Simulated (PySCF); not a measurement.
**MgBr: from constants to spectrum**

UHF-CCSD(T) constants of MgBr, ²Σ⁺ (doublet), unpaired electrons σ ↑ (PySCF, spin-free X2C with a Gaussian nucleus, basis sets Mg x2c-TZVPPall, Br x2c-TZVPPall; masses 23.9850 and 78.9183 u):

```
ωe              : 371.3 cm⁻¹
ωexe            : 1.33 cm⁻¹
Be              : 0.16356 cm⁻¹
αe              : 0.000867 cm⁻¹
D (centrifugal) : 1.27e-07 cm⁻¹
De to Mg + Br   : 2.66 eV
```

(1) Give the vibrational terms G(v) and spacings up to v = 6.

(2) How well does the Morse estimate ωe²/(4ωexe) reproduce De, and what is D0?

Correlated steps freeze 10 core orbitals. Spin–orbit coupling is left out. The state is the lowest determinant that a PBE0 search found; another state may lie lower at other levels.

Results:

(1) G(v) = ωe(v+½) − ωexe(v+½)².

```
v  G(v) (cm⁻¹)  G(v) − G(v−1)  Bv (cm⁻¹)
0        185.3                    0.1631
1        554.0          368.6     0.1623
2        919.9          366.0     0.1614
3       1283.3          363.3     0.1605
4       1643.9          360.7     0.1597
5       2001.9          358.0     0.1588
6       2357.3          355.3     0.1579
```

(2) It gives 3.21 eV, 121 % of the computed De. D0 = De − G(0) = 2.66 − 0.02 = 2.64 eV.
